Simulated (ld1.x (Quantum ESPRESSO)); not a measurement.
Cd (Z = 48): variants of one TM potential

Base potential:

```
Element                 : Cd
Generator               : ld1.x (Quantum ESPRESSO) 7.5
Type                    : norm-conserving Troullier–Martins (Kleinman–Bylander form)
Functional              : PW91
Relativity              : scalar-relativistic
Frozen core             : [Kr]
Valence charge          : 12
Reference configuration : 4d10 5s1.75 5p0 (charge +0.25)
Partial waves           : 5p (bound, empty): rc 3.35 bohr; 4d (bound): rc 1.75 bohr; 5s (bound): rc 2.05 bohr
Local potential         : the s channel
Core correction         : none
```

All-electron outer shells of the reference configuration (PW91, scalar-relativistic, ld1.x):

```tsv
shell	level (eV)	outermost node (bohr)	outermost maximum (bohr)
4s	-108.05	0.43	0.79
4p	-69.10	0.43	0.84
4d	-13.86	0.42	0.98
5s	-7.48	1.06	2.29
5p	-2.65	1.19	3.13
```

Cutoffs, loose and tight: the cutoffs (Ry, on a coarse ladder) from which the occupation-weighted sum of valence levels, in a spherical-Bessel basis at the reference potential, stays within 10 and 1 mRy of its value at 400 Ry. They do not see the model core or the augmentation charge, which bear on the density cutoff. Test errors are all-electron minus pseudo excitation energies from the reference, over the configurations 4d10 5s2 5p0; 4d10 5s1 5p0; 4d10 5s0 5p0; 4d9 5s0 5p0; 4d8 5s0 5p0; 4d9 5s2 5p1; 4d10 5s0 5p1. A dash means not determined; rows that change the core or the reference have their own tests.

| change | outcome | cutoff, loose | cutoff, tight | bound ghosts | largest test error (meV) |
| --- | --- | --- | --- | --- | --- |
| base | generated | 70 Ry | 110 Ry | none | -651 |
| wave 5p (bound): rc 3.35 bohr becomes 5p (bound): rc 2.26 bohr | generated | 70 Ry | 100 Ry | none | -651 |
| wave 5p (bound): rc 3.35 bohr becomes 5p (bound): rc 2.50 bohr | generated | 70 Ry | 110 Ry | none | -652 |
| wave 5p (bound): rc 3.35 bohr becomes 5p (bound): rc 2.90 bohr | generated | 70 Ry | 110 Ry | none | -651 |
| wave 5p (bound): rc 3.35 bohr becomes 5p (bound): rc 3.06 bohr | generated | 70 Ry | 100 Ry | none | -651 |
| wave 5p (bound): rc 3.35 bohr becomes 5p (bound): rc 3.42 bohr | generated | 70 Ry | 110 Ry | none | -651 |
| wave 5p (bound): rc 3.35 bohr becomes 5p (bound): rc 3.72 bohr | generated | 70 Ry | 110 Ry | none | -651 |
| wave 5p (bound): rc 3.35 bohr becomes 5p (bound): rc 4.14 bohr | generated | 70 Ry | 110 Ry | none | -651 |
| wave 5p (bound): rc 3.35 bohr becomes 5p (bound): rc 4.36 bohr | generated | 70 Ry | 100 Ry | none | -651 |
| wave 5p (bound): rc 3.35 bohr becomes 5p (bound): rc 4.76 bohr | generated | 70 Ry | 100 Ry | none | -651 |
| wave 5p (bound): rc 3.35 bohr becomes 5p (bound): rc 5.12 bohr | generated | 70 Ry | 110 Ry | none | -652 |

Reading the sweep of the p radius (base included, trends over the rows without a ghost): The loose cutoff stays near 70 Ry. The median size of the test errors (rows with all tests solved) rises from 13.2 meV at 2.26 to 47.4 meV at 5.12 bohr. More of the atom is replaced by a form fitted at one configuration, so other configurations suffer as the radius grows.
